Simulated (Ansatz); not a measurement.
Mulliken charges of `FC(F)=C(F)Br` from ωB97M-V/def2-TZVPP in Ansatz (PBE0-D4/def2-TZVP geometry).

```json
{"atom": "F1", "x (Å)": "0.660", "y (Å)": "-1.723", "z (Å)": "0.048", "charge (e)": "-0.144"}
{"atom": "C2", "x (Å)": "-0.136", "y (Å)": "-0.687", "z (Å)": "0.133", "charge (e)": "0.362"}
{"atom": "F3", "x (Å)": "-1.334", "y (Å)": "-1.012", "z (Å)": "0.537", "charge (e)": "-0.144"}
{"atom": "C4", "x (Å)": "0.243", "y (Å)": "0.548", "z (Å)": "-0.159", "charge (e)": "0.048"}
{"atom": "F5", "x (Å)": "1.482", "y (Å)": "0.786", "z (Å)": "-0.563", "charge (e)": "-0.156"}
{"atom": "Br6", "x (Å)": "-0.873", "y (Å)": "2.023", "z (Å)": "-0.043", "charge (e)": "0.034"}
```

Problem. By hand: the dipole of these point charges (1 e Å = 4.8032 D).

Solution. Σ q r = (-0.201, 0.118, 0.043) e Å, of length 0.237 e Å = 1.14 D.

Problem. How does the dipole of the full density compare? (An estimate is asked.)

Solution. Ansatz gave: (-0.098, 0.040, 0.023) e Å, 0.52 D; the point charges give 2.19 times that, at 8° from its direction.

Point charges leave out the atoms' own dipoles, such as those of lone pairs, and Mulliken's split depends on the basis, so the two needn't agree.
